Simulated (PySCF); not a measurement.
C4H4N, multiplicity 2. Atoms are numbered in the order given.

```xyz
9

C      0.0000     0.6872     0.9899
C      0.0000     1.0671    -0.4277
N      0.0000     0.0000    -1.2561
C      0.0000    -1.0671    -0.4277
C      0.0000    -0.6872     0.9899
H      0.0000     1.3689     1.8494
H      0.0000     2.0947    -0.8264
H      0.0000    -2.0947    -0.8264
H      0.0000    -1.3689     1.8494
```
Charge 0, spin multiplicity 2.

Coordinates come from a PBE-D3(BJ)/def2-SVP optimisation. The isomer is the one that the SMILES or the coordinates give; other isomers of the formula were not compared.

All values below come from PBE-D3(BJ)/def2-SVP in PySCF.

No scaling factor is applied to the harmonic values.

```csv
mode,ν (cm⁻¹),IR (km/mol),moving atoms (share of kinetic energy)
1,440,0.0,"C 55 %, H 45 %"
2,523,18.4,"H 44 %, N 33 %, C 22 %"
3,669,1.3,"C 78 %, N 18 %"
4,690,47.8,"H 84 %, C 12 %"
5,773,0.0,"H 63 %, C 37 %"
6,821,0.8,"H 51 %, C 44 %"
7,851,11.9,"C 44 %, N 39 %, H 17 %"
8,889,0.0,"H 67 %, C 33 %"
9,909,0.2,"C 52 %, H 47 %"
10,1015,2.4,"H 69 %, C 20 %, N 11 %"
11,1061,37.6,"H 59 %, C 38 %"
12,1079,8.0,"C 52 %, N 32 %, H 16 %"
13,1182,2.2,"C 59 %, H 34 %"
14,1243,0.2,"H 80 %, C 20 %"
15,1314,48.2,"C 48 %, H 43 %, N 9 %"
16,1412,25.2,"C 64 %, H 18 %, N 18 %"
17,1531,0.3,"C 83 %, H 15 %"
18,3123,17.8,"H 92 %, C 8 %"
19,3126,1.5,"H 91 %, C 9 %"
20,3169,2.7,"H 92 %, C 8 %"
21,3188,0.8,"H 90 %, C 10 %"
```
